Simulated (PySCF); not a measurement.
PbFI, SMILES [F][Pb][I] (connectivity only; charge and spin as stated), neutral, multiplicity 1. Heavy atoms are numbered as in [Pb:1]([F:2])[I:3].

Coordinates come from a B3LYP-D3(BJ)/def2-TZVP optimisation. The def2 effective core potentials stand for the cores of I, Pb; spin–orbit coupling is left out.

These are ωB97X/def2-TZVPD (PySCF) values and carry that method's errors.

Mulliken values depend strongly on the basis, most of all with diffuse functions as here. ESP charges are fitted to the potential on shells at 1.4 to 2.0 van der Waals radii. Atomic charges (e), one atom of each kind:

```
atom  Mulliken  ESP fit
----  --------  -------
Pb1       0.90        …
F2       -0.58        …
I3       -0.32        …
```

Fill in the missing entries. (Estimate from the structure and the level; the computed values follow.)


- Pb1, ESP fit: 0.67
- F2, ESP fit: -0.40
- I3, ESP fit: -0.27
